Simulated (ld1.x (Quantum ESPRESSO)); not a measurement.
**In, TM: configuration errors across variants**

ld1.x (Quantum ESPRESSO) 7.5 input, shortened:

```
&input
   title='In', zed=49., rel=1, dft='PBE', iswitch=3,
   config='[Kr] 4d10 5s1 5p0 5d-2'
 /
 &inputp
   pseudotype=2, tm=.true., lloc=1,
   nlcc=.true., new_core_ps=.true.
 /
3
5S  1  0   1.00   0.00  1.50  1.50  0.0
5D  3  2  -2.00  -0.05  2.00  2.00  0.0
5P  2  1   0.00   0.00  2.55  2.55  0.0
 &test
   configts(1)='5s1 5p0'
 /
```

All-electron excitation energies from the reference (eV): (1) 5s2 5p1 -24.598; (2) 5s2 5p0 -19.235; (3) 5s2 5p0.5 -22.657; (4) 5s1 5p2 -18.757; (5) 5s0 5p3 -12.651; (6) 5s1 5p1 -12.642; (7) 5s2 5p1.3 -25.130.

A true bound ghost makes a file unfit for plane-wave use even where its test errors are small: the radial tests pick states by their node count and pass the ghost by.

Errors AE − PS in meV (a dash: test not solved or not reliable):

| change | (1) | (2) | (3) | (4) | (5) | (6) | (7) | bound ghosts |
| --- | --- | --- | --- | --- | --- | --- | --- | --- |
| base | -155 | -97 | -132 | -70 | -38 | -30 | -162 | d |
| wave 5p (bound): rc 2.55 bohr becomes 5p (bound): rc 1.72 bohr | -161 | -106 | -141 | -60 | -10 | -30 | -165 | d |
| wave 5p (bound): rc 2.55 bohr becomes 5p (bound): rc 1.94 bohr | -187 | -118 | -160 | -75 | -27 | -34 | -194 | s, d |
| wave 5p (bound): rc 2.55 bohr becomes 5p (bound): rc 2.24 bohr | -152 | -95 | -130 | -70 | -37 | -30 | -159 | d |
| wave 5p (bound): rc 2.55 bohr becomes 5p (bound): rc 2.66 bohr | -152 | -95 | -130 | -70 | -37 | -30 | -159 | d |
| wave 5p (bound): rc 2.55 bohr becomes 5p (bound): rc 2.92 bohr | -140 | -86 | -119 | -67 | -34 | -30 | -145 | d |
| wave 5p (bound): rc 2.55 bohr becomes 5p (bound): rc 3.10 bohr | -125 | -76 | -107 | -64 | -32 | -30 | -130 | d |
| wave 5p (bound): rc 2.55 bohr becomes 5p (bound): rc 3.40 bohr | +6.1 | +20 | +12 | -26 | -33 | -11 | +5.4 | d, s |

Problem. Give the same row for: wave 5p (bound): rc 2.55 bohr becomes 5p (bound): rc 3.82 bohr.

Solution. –, -278, -423, -147, -39, -71, –; bound ghosts: d, s.
